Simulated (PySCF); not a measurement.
Question: Write Cartesian coordinates for `CC#[N+][GaH2-][CH](C)C` as optimised with PBE0-D3(BJ)/def2-SVP.

Answer: 
```
atom  x, y, z in Å
C1     3.4038   -0.6188    0.4504
C2     2.2538   -0.0005   -0.1738
N3     1.3384    0.4912   -0.6713
Ga4   -0.4884    1.2998   -1.4805
C5    -1.7415    0.2717   -0.2992
C6    -1.6389   -1.2340   -0.5196
C7    -1.5796    0.6371    1.1728
H8     3.9893   -1.1643   -0.3033
H9     4.0380    0.1524    0.9104
H10    3.0713   -1.3212    1.2278
H11   -0.2220    2.8239   -1.1417
H12   -0.2986    0.8107   -2.9751
H13   -2.7498    0.5953   -0.6215
H14   -2.3660   -1.7941    0.0981
H15   -1.8151   -1.5118   -1.5710
H16   -0.6376   -1.6154   -0.2504
H17   -2.3045    0.1018    1.8147
H18   -1.7161    1.7159    1.3491
H19   -0.5739    0.3750    1.5470
```

Orientation and origin are arbitrary. Atoms count from 1 in this order. Ga4 (gallium bonded to C, N and 2 H) has angles from 96.7° to 118.6°. The 3 C–C bonds span 1.447 Å (C1–C2, drawn single) to 1.525 Å (C5–C7, drawn single), a spread of 0.078 Å.

Bonds between heavy atoms (Å): C1–C2 1.447, C2≡N3 1.152, N3–Ga4 2.155, Ga4–C5 2.006, C5–C6 1.525, C5–C7 1.525.

Level of theory: PBE0-D3(BJ)/def2-SVP geometry optimisation, gas phase (PySCF 2.14.0).

Point group: Cs (tolerance 0.08 Å). Stationary, but not proved a minimum. The numbers are those of one conformer (N3–Ga4–C5–C6 -63°).
